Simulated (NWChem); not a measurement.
Species: C4H3FSi; SMILES C(#C)[SiH](C#C)F

B3LYP is NWChem's, with the RPA form of VWN correlation.

### Question
Give the equilibrium geometry at B3LYP/6-31G* (spherical d) (NWChem) as a list of bonds and angles, with the point group.

### Answer
point group Cs; any orientation.
Bond lengths (Å): Si1–F2 1.612, Si1–C3 1.818, Si1–C5 1.818, Si1–H7 1.478, C3–C4 1.214, C4–H8 1.068, C5–C6 1.214, C6–H9 1.068. Angles (°): F2–Si1–C3 108.8, F2–Si1–C5 108.8, F2–Si1–H7 108.2, C3–Si1–C5 110.1, C3–Si1–H7 110.4, C5–Si1–H7 110.4, Si1–C3–C4 178.6, C3–C4–H8 179.6, Si1–C5–C6 178.6, C5–C6–H9 179.6.
